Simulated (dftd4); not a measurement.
C$_{4}$H$_{13}$N$_{2}$Si, doublet, at a GFN2-xTB geometry; D4 for b3lyp (dftd4 4.2.0).

Here is a job for dftd4.
```
$ dftd4 mol.xyz --func b3lyp --charge 0 --json dftd4.json --noedisp

# file mol.xyz
20

C      1.59635121    -0.89628006     1.04901314
N      1.34955421    -0.21168926    -0.19897935
C      2.54469526    -0.06820729    -0.98585908
Si     0.04597325     0.90647050    -0.35287798
N     -1.37043076     0.07770352     0.20335648
C     -1.65611403    -1.28140315    -0.17097325
C     -2.55023071     0.81235882     0.55666985
H      0.66868391    -0.98502044     1.60735906
H      1.99021701    -1.89896573     0.85253814
H      2.32892833    -0.35968481     1.66599285
H      2.98035246    -1.05156869    -1.19008411
H      2.30290174     0.41540871    -1.92887673
H      3.30394285     0.53569674    -0.47054551
H      0.12002997     2.10106041     0.50690645
H     -2.36654545    -1.33077274    -1.00652242
H     -0.73643631    -1.77970756    -0.46388048
H     -2.09765971    -1.81662430     0.67684985
H     -3.05249999     0.32921501     1.40095832
H     -3.26414747     0.86310987    -0.27614069
H     -2.28346759     1.82635675     0.84199313
```

What the program printed (banner, timings and long lists left out):

```
                    ____  _____ _____     ____  _  _
      -------------|  _ \|  ___|_   _|---|  _ \| || |------------
     |             | | | | |_    | | ___ | | | | || |_           |
     |             | |_| |  _|   | ||___|| |_| |__   _|          |
     |             |____/|_|     |_|     |____/   |_|            |
     |             ===================================           |
     |            E. Caldeweyher, S. Ehlert & S. Grimme          |
     |          Mulliken Center for Theoretical Chemistry        |
     |                    University of Bonn                     |
      -----------------------------------------------------------

Rational (Becke-Johnson) damping: b3lyp-D4-ATM
---------------------
  s6         1.0000
  s8         2.0293
  s9         1.0000
  a1         0.4087
  a2         4.5381
 alp        16.0000
--------------------

Dispersion energy:      -2.9933683337321E-02 Eh

[Info] JSON dump of results written to 'dftd4.json'
```
